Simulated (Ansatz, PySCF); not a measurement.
This PySCF input computes a PBE/def2-TZVPD energy:

```python
from pyscf import gto, scf, dft

mol = gto.M(
    atom='''
    Si    0.08117914   -0.01021283   -0.00047089
    C    -1.78351661    0.12390487   -0.05624823
    O     0.29894326   -1.39995758   -0.88383922
    O     0.85054223    1.29141830   -0.62318870
    O     0.68765113   -0.09590726    1.51571021
    H    -2.26925625   -0.73539867    0.40551096
    H    -2.15568148    0.22848388   -1.07514985
    H    -2.05111659    1.02223128    0.50811946
    H     0.80136455    1.42664612   -1.57234055
    H     0.54218838   -0.90684013    2.00848365
    ''',
    basis='def2-tzvpd',
    charge=0,
    spin=1,
    verbose=4,
)

mf = dft.UKS(mol, xc='pbe').density_fit(auxbasis='def2-universal-jkfit')
mf.grids.level = 3
mf.conv_tol = 1e-9
mf.max_cycle = 100
mf.max_memory = 1500
mf.kernel()
if not mf.converged:
    mf = mf.newton()
    mf.kernel(mf.make_rdm1())
for _ in range(2):
    mo, _, stable, _ = mf.stability(return_status=True)
    if stable:
        break
    mf.kernel(mf.make_rdm1(mo, mf.mo_occ))
mf.analyze()
```

Write an input for the same energy in Ansatz (an electronic-structure program) and say what it gives.


Ansatz 0.2 input:
```yaml
crystal:
  periodic: [false, false, false]
  atoms:
    - {symbol: Si, position_ang: [0.08117914, -0.01021283, -0.00047089]}
    - {symbol: C, position_ang: [-1.78351661, 0.12390487, -0.05624823]}
    - {symbol: O, position_ang: [0.29894326, -1.39995758, -0.88383922]}
    - {symbol: O, position_ang: [0.85054223, 1.29141830, -0.62318870]}
    - {symbol: O, position_ang: [0.68765113, -0.09590726, 1.51571021]}
    - {symbol: H, position_ang: [-2.26925625, -0.73539867, 0.40551096]}
    - {symbol: H, position_ang: [-2.15568148, 0.22848388, -1.07514985]}
    - {symbol: H, position_ang: [-2.05111659, 1.02223128, 0.50811946]}
    - {symbol: H, position_ang: [0.80136455, 1.42664612, -1.57234055]}
    - {symbol: H, position_ang: [0.54218838, -0.90684013, 2.00848365]}
basis:
  gaussian:
    orbitals: def2-TZVPD
hamiltonian:
  xc: {name: PBE}
magnetization: {spin_polarized: true, initial_magnetization: 1}
output: {forces: true}
```
It gives -556.04772 Eh, and PySCF -556.04784 Eh, a difference of 0.12 mEh, from the treatment of integrals and grids.

It need not be the lowest isomer of its formula.
